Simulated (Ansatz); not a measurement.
Gas-phase reaction in SMILES: C[SiH]1CCCC1 + 6 [H][H] (H2) → 5 C (CH4) + [SiH4] (SiH4)
Structures are relaxed separately at B3LYP-D3(BJ)/def2-TZVP in Ansatz (a quantum-chemistry and plane-wave program), one conformer each, not searched for the lowest.

Quantity: energy of full hydrogenation (electronic energy difference), in kcal/mol. Valence correlation only, unless marked. No spin-orbit coupling. Non-relativistic. Basis-set limits of correlation are two-point, X^-3; Hartree-Fock from the larger set.

CCSD(T)/CBS(cc-pV(T+d)Z,cc-pV(Q+d)Z) (Ansatz) gives -77.1 kcal/mol.

Q: Another calculation gave -82.7 kcal/mol. Which level was it?
A) SVWN5/def2-TZVPD (Ansatz)
B) B3LYP/def2-TZVPD (Ansatz)
C) LC-wPBE/def2-TZVPD (Ansatz)
D) r2SCAN/def2-TZVPD (Ansatz)

A: C, LC-wPBE/def2-TZVPD (Ansatz). The others give -78.8 (r2SCAN), -73.5 (SVWN5), -91.8 (B3LYP) kcal/mol.
